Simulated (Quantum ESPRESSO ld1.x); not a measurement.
Problem. The zirconium ion Zr25+, configuration [Ne] 3s2 3p1 3d2 (not the ground configuration). All-electron calculation, scalar-relativistic Kohn-Sham, LDA (Slater exchange, Perdew-Wang correlation), spin-polarised, spherical densities, point nucleus; open shells are filled with parallel spins first. Program: ld1.x of Quantum ESPRESSO 7.5. Some entries of the table are withheld. Estimate them.

| orbital | occ. | eigenvalue (hartree) | <1/r> (bohr^-1) |
|---|---|---|---|
| 1s up | 1 | -697.121 | 41.22 |
| 1s down | 1 | -697.056 | 41.22 |
| 2s up | 1 | -131.656 | 9.346 |
| 2s down | 1 | -131.382 | 9.361 |
| 2p up | 3 | -122.307 | 9.105 |
| 2p down | 3 | -122.073 | 9.116 |
| 3s up | 1 | -48.7047 | 3.667 |
| 3s down | 1 | -48.1776 | 3.649 |
| 3p up | 1 | -45.7011 | (1) |
| 3p down | 0 | -45.1663 | (2) |
| 3d up | 2 | -41.5215 | 3.380 |
| 3d down | 0 | -40.9682 | 3.377 |
| 4s up | 0 | (3) | (4) |
| 4s down | 0 | (5) | (6) |
| 4p up | 0 | -23.6387 | 1.870 |
| 4p down | 0 | -23.4607 | 1.857 |

Solution. 
(1) 3p up <1/r> (bohr^-1): 3.555
(2) 3p down <1/r> (bohr^-1): 3.539
(3) 4s up eigenvalue (hartree): -24.8512
(4) 4s up <1/r> (bohr^-1): 1.920
(5) 4s down eigenvalue (hartree): -24.6718
(6) 4s down <1/r> (bohr^-1): 1.907
